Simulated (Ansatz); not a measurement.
CH5BSe2 (`CB([SeH])[SeH]`), relaxed with RKS PBE0-D4/def2-TZVP in Ansatz 0.2.0 from a PBE-D4/def2-SVP geometry. The force threshold is 0.005 eV/Å; the program also tests the step.

Charge 0, multiplicity 1.

Start:

```xyz
9

C     0.478    0.327   -0.751
B    -0.296   -0.213    0.511
Se   -0.723    0.897    2.061
Se   -0.961   -2.049    0.625
H     1.176   -0.429   -1.168
H    -0.254    0.556   -1.557
H     1.050    1.256   -0.556
H    -0.032    2.105    1.542
H    -0.438   -2.451   -0.707
```

(1) By how much does the energy fall, and how many steps does the optimiser take? (Best estimate.)

(2) Which bonds change most? (Estimate.)

(3) Give the relaxed structure. (Estimate.)

## Answers

(1) Computed: 2.54 kJ/mol, in 16 steps, 1 of them rejected.

(2) The calculation gave: Se4–H9 from 1.486 to 1.468 Å; C1–H5 from 1.110 to 1.092 Å; Se3–H8 from 1.485 to 1.468 Å; C1–H7 from 1.108 to 1.092 Å.

(3) Computed: 
```xyz
9

C     0.479    0.322   -0.747
B    -0.291   -0.216    0.502
Se   -0.739    0.902    2.022
Se   -0.934   -2.044    0.627
H     1.068   -0.451   -1.246
H    -0.255    0.684   -1.477
H     1.136    1.162   -0.512
H    -0.082    2.107    1.499
H    -0.383   -2.466   -0.668
```
